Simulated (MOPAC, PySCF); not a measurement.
Dissociation curve of SMILES CBr (CH3Br). The C1–Br5 bond (C1 also carries H, H, H; Br5 carries nothing else) is pulled apart rigidly from the PBE0/def2-TZVP optimised geometry.

Levels: UKS-BP86/6-31G* = unrestricted BP86/6-31G*, spherical d (PySCF); PM3, restricted, heats of formation (MOPAC); RKS-B3LYP/6-31G* = restricted B3LYP/6-31G*, spherical d (PySCF); UCCSD(T) = CCSD(T) on UHF/cc-pVDZ, 10 core orbitals frozen (PySCF).

Energies relative to the lowest point of each curve near equilibrium, in kcal/mol; the last columns give the difference from UCCSD(T):

| R / Å | UKS-BP86/6-31G* | PM3 | RKS-B3LYP/6-31G* | UCCSD(T) | UKS-BP86/6-31G* − UCCSD(T) | PM3 − UCCSD(T) | RKS-B3LYP/6-31G* − UCCSD(T) |
|---|---|---|---|---|---|---|---|
| 1.54 | 73.1 | 58.0 | 73.2 | 74.0 | -0.9 | -16.0 | -0.8 |
| 1.65 | 33.1 | 28.8 | 33.0 | 32.5 | 0.6 | -3.7 | 0.5 |
| 1.73 | 16.2 | 14.8 | 16.0 | 15.3 | 0.9 | -0.5 | 0.7 |
| 1.80 | 7.2 | 6.6 | 7.0 | 6.4 | 0.8 | 0.3 | 0.7 |
| 1.88 | 1.8 | 1.4 | 1.7 | 1.3 | 0.5 | 0.2 | 0.4 |
| 1.93 | 0.3 | 0.1 | 0.3 | 0.1 | 0.2 | 0.0 | 0.2 |
| 1.97 | 0.0 | 0.0 | 0.0 | 0.0 | 0.0 | 0.0 | 0.0 |
| 2.07 | 1.7 | 2.7 | 1.8 | 2.3 | -0.6 | 0.5 | -0.5 |
| 2.14 | 4.4 | 6.6 | 4.7 | 5.4 | -1.0 | 1.2 | -0.7 |
| 2.26 | 10.7 | 15.2 | 11.3 | 12.3 | -1.6 | 2.9 | -1.0 |
| 2.39 | 18.9 | 25.9 | 19.9 | 21.3 | -2.3 | 4.7 | -1.4 |
| 2.62 | 34.2 | 46.7 | 35.8 | 38.0 | -3.8 | 8.8 | -2.2 |
| 2.92 | 52.1 | 73.4 | 54.8 | 56.4 | -4.2 | 17.0 | -1.6 |
| 3.15 | 62.8 | 88.8 | 66.9 | 65.1 | -2.3 | 23.6 | 1.8 |
| 3.49 | 71.6 | 104.0 | 80.9 | 70.7 | 1.0 | 33.3 | 10.3 |
| 3.82 | 76.1 | 113.4 | 90.8 | 72.5 | 3.6 | 40.9 | 18.2 |
| 4.25 | 79.1 | 121.4 | 99.4 | 73.4 | 5.7 | 48.0 | 26.0 |
| 4.76 | — | 127.5 | 105.6 | 73.8 | — | 53.7 | 31.8 |
| 5.16 | — | 131.0 | 108.4 | 73.9 | — | 57.0 | 34.5 |
| 5.86 | — | 135.6 | 111.3 | 74.0 | — | 61.6 | 37.2 |
| 6.73 | — | 139.9 | 112.9 | 74.1 | — | 65.8 | 38.9 |

UKS-BP86/6-31G* is furthest from UCCSD(T) at 4.25 (5.7 kcal/mol, above); its mean absolute difference over the points is 1.8 kcal/mol.

PM3 is furthest from UCCSD(T) at 6.73 (65.8 kcal/mol, above); its mean absolute difference over the points is 20.9 kcal/mol.

RKS-B3LYP/6-31G* is furthest from UCCSD(T) at 6.73 (38.9 kcal/mol, above); its mean absolute difference over the points is 10.0 kcal/mol.

Dashes: no converged value, or the column stops at the first point that the program doubted or that broke a chosen test of continuity, which isn't proof of a fault.

The unrestricted solution behind UKS-BP86/6-31G* changes between 4.25 and 4.76 Å and between 5.16 and 5.86 Å, which can leave a kink. The unrestricted determinant behind UKS-BP86/6-31G* is spin-contaminated at 3.15 to 4.25, 5.16 Å (<S²> up to 1.0, against 0.00 for a pure singlet). The restricted form behind PM3, RKS-B3LYP/6-31G* keeps the bonding electrons paired and can't separate into open-shell fragments. The unrestricted determinant behind UCCSD(T) is spin-contaminated at 2.39 to 6.73 Å (<S²> up to 1.0, against 0.00 for a pure singlet).
